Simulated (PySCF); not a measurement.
AsH5Si: core ionisation energies

Compound: AsH₅Si.
Atom-mapped SMILES: `[SiH3:1][AsH2:2]`

Computed, not measured: delta-SCF UKS SCAN, pcX-2 on the ionised atom, pcseg-1 elsewhere, spin-free X2C in PySCF 2.14.0. Vertical ΔSCF values, vacuum level as zero.

Problem. Give the core binding energies atom by atom.

Solution. 
```
atom(s)   bonded to     level  binding energy (eV)  2p1/2 (eV)  count
    Si1  3 H and As  Si 2p3/2               106.81      107.43      1
    Si1  3 H and As     Si 1s              1846.54           –      1
```

Problem. What is the longest wavelength that can ionise Si 2p3/2 of Si1 vertically?

Solution. λ = hc/E = 12398.42 eV Å / 106.81 eV = 116.079 Å.

For 2p shells one spin-free hole was relaxed; a mean-field spin–orbit operator and the ground-state splitting of the three 2p orbitals were then diagonalised within the shell. The shell's mean is (2 × 2p3/2 + 2p1/2)/3, and the degeneracies 2j + 1 give areas of 2:1. 2p1/2 minus 2p3/2 (ligand field included): Si 0.62 eV. No level of arsenic is listed. Geometry: PBE0-D3(BJ)/def2-SVP; no solvent, vibrations or thermal averaging.

On one thread, Arm Neoverse V1 (aarch64) (shared host), this took 3.8 s of wall time and 0.31 GiB of memory at its peak.
